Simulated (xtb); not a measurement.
xtb input (GFN-FF):

```bash
xtb mol.xyz --gfnff --opt tight --chrg 0 --uhf 0
```
mol.xyz:
```
8

F     -1.68110003    -0.99963185     0.12450610
C     -1.15174752     0.25663123    -0.06247673
C      0.36464061     0.18292887    -0.02168558
F      0.85379312    -0.61150208    -0.98478175
F      0.81253530    -0.27546534     1.15611324
F      0.86765943     1.42059343    -0.20625666
H     -1.49374149     0.91735354     0.73499209
H     -1.45960741     0.63933836    -1.03624667
```

End of the output:

```
         :::::::::::::::::::::::::::::::::::::::::::::::::::::
         ::                     SUMMARY                     ::
         :::::::::::::::::::::::::::::::::::::::::::::::::::::
         :: total energy              -0.984229312609 Eh    ::
         :: gradient norm              0.000221466689 Eh/a0 ::
         ::.................................................::
         :: bond energy               -0.978761787456 Eh    ::
         :: angle energy               0.000132387939 Eh    ::
         :: torsion energy             0.000000050258 Eh    ::
         :: repulsion energy           0.056799475325 Eh    ::
         :: electrostat energy        -0.057499118579 Eh    ::
         :: dispersion energy         -0.002321758354 Eh    ::
         :: HB energy                 -0.000000020636 Eh    ::
         :: XB energy                  0.000000000000 Eh    ::
         :: bonded atm energy         -0.002578541106 Eh    ::
         :: external energy            0.000000000000 Eh    ::
         :: add. restraining           0.000000000000 Eh    ::
         :: total charge               0.000000000000 e     ::
         :::::::::::::::::::::::::::::::::::::::::::::::::::::

           -------------------------------------------------
          |                Property Printout                |
           -------------------------------------------------

molecular dipole:
                 x           y           z       tot (Debye)
 q only:       -1.064       0.671      -0.126       3.214
           -------------------------------------------------
          |                Geometry Summary                 |
           -------------------------------------------------

      molecular mass/u    :      102.0309659
   center of mass at/Å    :        0.0388441      -0.0146789       0.0030526
  moments of inertia/u·Å² :        0.9552915E+02   0.1789268E+03   0.1793640E+03
rotational constants/cm⁻¹ :        0.1764658E+00   0.9421523E-01   0.9398560E-01

 * 7 selected distances

     #   Z          #   Z                                           value/Å
     1   9 F        2   6 C                                       1.3227938
     2   6 C        3   6 C                                       1.5308731 (max)
     3   6 C        4   9 F                                       1.3407953
     3   6 C        5   9 F                                       1.3407953
     3   6 C        6   9 F                                       1.3408571
     2   6 C        7   1 H                                       1.0963788
     2   6 C        8   1 H                                       1.0963788 (min)
Note: The following floating-point exceptions are signalling: IEEE_UNDERFLOW_FLAG IEEE_DENORMAL
normal termination of xtb

 * 3 distinct bonds (by element types)

   Z      Z             #   av. dist./Å        max./Å        min./Å
   1 H    6 C           2     1.0963788     1.0963788     1.0963788
   6 C    6 C           1     1.5308731     1.5308731     1.5308731
   6 C    9 F           4     1.3363104     1.3408571     1.3227938

optimized geometry written to: xtbopt.xyz

           -------------------------------------------------
          | TOTAL ENERGY               -0.984229312609 Eh   |
          | GRADIENT NORM               0.000221466689 Eh/α |
           -------------------------------------------------
########################################################################
[WARNING] Runtime exception occurred
-1- gfnff_setup: Could not read topology file.
########################################################################

------------------------------------------------------------------------
------------------------------------------------------------------------
 total:
 SCF:
 ANC optimizer:
```
